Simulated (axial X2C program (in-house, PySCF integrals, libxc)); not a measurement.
# AlI: computed against measured constants

Calculated with an axial X2C code built on PySCF integrals. Spin-free means the one-electron spin-free X2C Hamiltonian; two-component (2c) means X2C with spin–orbit coupling and atomic mean-field two-electron Coulomb and Gaunt terms, so the difference of the two also holds small scalar two-electron terms. Basis: I dyall-cv3z [11s12p8d4f1g], Al dyall-v3z [8s8p2d1f] (cores contracted in-house); Gaussian nuclei, density fitting, unrestricted open shells. Masses: I 126.904 u, Al 26.982 u.

```csv
Hamiltonian,level,Re (Å),ωe (cm⁻¹),ωexe (cm⁻¹),De (eV)
spin-free,PBE0,2.558,311.4,0.921,3.90
spin-free,HF,2.583,302.5,0.984,2.84
spin-free,MP2,2.555,318.5,0.975,3.92
spin-free,CCSD,2.559,316.5,0.991,3.69
spin-free,CCSD(T),2.558,317.4,0.985,3.80
spin-free,r2SCAN,2.560,310.5,0.902,3.93
2c,PBE0,2.561,309.7,0.925,3.64
2c,HF,2.586,301.2,0.981,2.49
2c,MP2,2.558,317.2,0.976,3.63
2c,CCSD,2.561,315.2,0.993,3.40
2c,CCSD(T),2.561,316.0,0.988,3.51
2c,r2SCAN,2.563,308.9,0.906,n/a
```

De refers to I + Al.

Correlated methods: 10 electrons correlated (number of frozen shells: I 4 s, 3 p, 2 d; Al 2 s, 1 p), 218 virtual spin orbitals or spinors in MP2, 90 natural virtuals in coupled cluster.

Measured (Huber and Herzberg, Constants of Diatomic Molecules, 1979; state 1Σ+): Re (Å) 2.5371, ωe (cm⁻¹) 316.1, ωexe (cm⁻¹) 1.

(1) Work out the error of each level, computed minus measured.

The state is a single determinant with fixed occupations, the lowest that a limited PBE0 search found. The closed shell is kept restricted, so the energy runs too high when the bond is stretched far. De is counted from the lowest determinant-based energies of the atoms at the same level, without counterpoise correction. De is not given where an atomic determinant may have missed its ground term or J level, or where the truncated virtual space spoils (T). Coupled cluster ran in a truncated set of natural virtual spinors; the MP2 energy of the rest was added. (T) has no such correction and the atoms are truncated less, which lowers De at CCSD(T) by a hundredth of an eV or more. The 2c atoms are single determinants rather than J levels; their spin–orbit lowering is only partly caught, and De is too large by that part. This holds for PBE0. The functionals have no current-density term, which raises determinants with orbital currents, atoms included.

Answers

(1) 

```json
{"Hamiltonian": "spin-free", "level": "PBE0", "Re (Å)": "0.021", "ωe (cm⁻¹)": "-4.7", "ωexe (cm⁻¹)": "-0.08"}
{"Hamiltonian": "spin-free", "level": "HF", "Re (Å)": "0.046", "ωe (cm⁻¹)": "-13.6", "ωexe (cm⁻¹)": "-0.02"}
{"Hamiltonian": "spin-free", "level": "MP2", "Re (Å)": "0.018", "ωe (cm⁻¹)": "2.4", "ωexe (cm⁻¹)": "-0.03"}
{"Hamiltonian": "spin-free", "level": "CCSD", "Re (Å)": "0.022", "ωe (cm⁻¹)": "0.4", "ωexe (cm⁻¹)": "-0.01"}
{"Hamiltonian": "spin-free", "level": "CCSD(T)", "Re (Å)": "0.021", "ωe (cm⁻¹)": "1.3", "ωexe (cm⁻¹)": "-0.02"}
{"Hamiltonian": "spin-free", "level": "r2SCAN", "Re (Å)": "0.023", "ωe (cm⁻¹)": "-5.6", "ωexe (cm⁻¹)": "-0.10"}
{"Hamiltonian": "2c", "level": "PBE0", "Re (Å)": "0.024", "ωe (cm⁻¹)": "-6.4", "ωexe (cm⁻¹)": "-0.07"}
{"Hamiltonian": "2c", "level": "HF", "Re (Å)": "0.049", "ωe (cm⁻¹)": "-14.9", "ωexe (cm⁻¹)": "-0.02"}
{"Hamiltonian": "2c", "level": "MP2", "Re (Å)": "0.021", "ωe (cm⁻¹)": "1.1", "ωexe (cm⁻¹)": "-0.02"}
{"Hamiltonian": "2c", "level": "CCSD", "Re (Å)": "0.024", "ωe (cm⁻¹)": "-0.9", "ωexe (cm⁻¹)": "-0.01"}
{"Hamiltonian": "2c", "level": "CCSD(T)", "Re (Å)": "0.024", "ωe (cm⁻¹)": "-0.1", "ωexe (cm⁻¹)": "-0.01"}
{"Hamiltonian": "2c", "level": "r2SCAN", "Re (Å)": "0.026", "ωe (cm⁻¹)": "-7.2", "ωexe (cm⁻¹)": "-0.09"}
```
